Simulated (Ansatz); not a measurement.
Breaking the Sn1–S2 bond in SnS (multiplicity 1 held). Energies count from the point at 2.223 Å.


R- and RO- levels are restricted; in cc, def2 and unpolarised 6-31G sets they are followed outwards from rest. U- levels take the lowest unrestricted solution at each point, which mixes spins at long bonds. Left out are points that failed, MP2 points that dive below the minimum, coupled-cluster points behind a jump of the amplitudes or a sharp parting from full CI or MRCI, small-basis points behind a change of solution, and semi-empirical points at long bonds. Curves can end on different states.

Correlated levels freeze the cores. Filled d and f shells under p-block atoms count as core.

Programs: Ansatz (Gaussian orbitals). Each number belongs to the level named beside it. In def2 rows elements past Kr take small-core potentials, without spin–orbit coupling.

Energies in kcal/mol.

| R (Å) | R-HF/def2-TZVPP | U-HF/def2-TZVPP | R-PBE/def2-TZVPP | U-r2SCAN/def2-TZVPP | U-B3LYP/def2-TZVPP | U-SCS-MP2/def2-TZVPP |
|---|---|---|---|---|---|---|
| 1.778 | 92.8 | 92.8 | 97.2 | 93.5 | 96.6 | 101.8 |
| 2.000 | 13.5 | 13.5 | 17.8 | 15.7 | 17.1 | 18.3 |
| 2.223 | 0.0 | 0.0 | 0.0 | 0.0 | 0.0 | 0.0 |
| 2.445 | 14.5 | 11.3 | 8.1 | 10.3 | 9.2 | 29.8 |
| 2.667 | 39.4 | 22.5 | 25.7 | 30.0 | 28.2 | 47.6 |
| 3.001 | 77.9 | 40.5 | 55.0 | 58.6 | 57.6 | 70.7 |
| 3.334 | 105.2 | [?] | 80.5 | 79.8 | 77.8 | 93.3 |
| 3.890 | 128.2 | 57.2 | 110.7 | 100.4 | 97.8 | 108.2 |
| 4.445 | 138.4 | [?] | 128.5 | 110.0 | 106.5 | 110.2 |
| 5.112 | 143.5 | 59.1 | 139.9 | 114.4 | 111.0 | 111.2 |
| 6.001 | 145.6 | 59.5 | 146.7 | 116.5 | 113.2 | 111.6 |
| 7.113 | 146.2 | [?] | 149.9 | 117.2 | 114.1 | 111.8 |
| 8.891 | 146.5 | 59.7 | 151.4 | left out | 114.4 | 111.9 |

Question: Complete the blanks.

Answer: 
- 3.334, U-HF/def2-TZVPP: 51.5
- 7.113, U-HF/def2-TZVPP: 59.6
- 4.445, U-HF/def2-TZVPP: 58.5

Doubts at one or more of the structures used: a restricted determinant that unrestricted orbitals would lower (R-HF/def2-TZVPP, R-PBE/def2-TZVPP); a spin-contaminated determinant (U-HF/def2-TZVPP, U-r2SCAN/def2-TZVPP, U-B3LYP/def2-TZVPP, U-SCS-MP2/def2-TZVPP).

Ansatz is a first-principles code.
